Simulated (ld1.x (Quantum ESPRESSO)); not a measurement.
**An all-electron radial function and its pseudo partner (Al (Z = 13))**

Columns: radius, all-electron u(r) and pseudo u(r) of the 3s shell (level -7.61 eV) of aluminium in the configuration [Ne] 3s2 3p1; BLYP, non-relativistic, RRKJ scheme, ld1.x (Quantum ESPRESSO) 7.5.

```
r (bohr)  all-electron  pseudo
   0.125        0.0779  0.0313
   0.250       -0.1720  0.0624
   0.375       -0.2939  0.0937
   0.500       -0.2808  0.1264
   0.625       -0.1872  0.1627
   0.750       -0.0576  0.2047
   0.875        0.0806  0.2543
   1.000        0.2117  0.3115
   1.125        0.3280  0.3750
   1.250        0.4264  0.4413
   1.375        0.5061  0.5059
   1.500        0.5681  0.5638
   1.625        0.6140  0.6112
   1.750        0.6459  0.6454
   1.875        0.6654  0.6663
   2.000        0.6744  0.6753
   2.125        0.6744  0.6747
   2.250        0.6671  0.6671
   2.375        0.6538  0.6538
   2.500        0.6358  0.6358
   2.625        0.6143  0.6143
   2.750        0.5903  0.5903
   2.875        0.5645  0.5645
   3.000        0.5375  0.5375
   3.125        0.5100  0.5100
   3.250        0.4823  0.4823
```

Task: How many radial nodes do the two functions have?

Result: The all-electron 3s function has n − l − 1 = 2; the pseudo-wave has 0, since the states of the same l below it are removed with the core.

Task: At about which radius was the pseudo-wave matched?

Result: 2.30 bohr. The columns agree to 0.0005 from 2.12 bohr on; several derivatives are matched, so the curves merge somewhat inside the radius.

Task: Is the pseudo-wave norm-conserving?

Result: Yes: the RRKJ scheme keeps the norm inside the radius equal to the all-electron one, which fixes the energy derivative of the logarithmic derivative at the level.
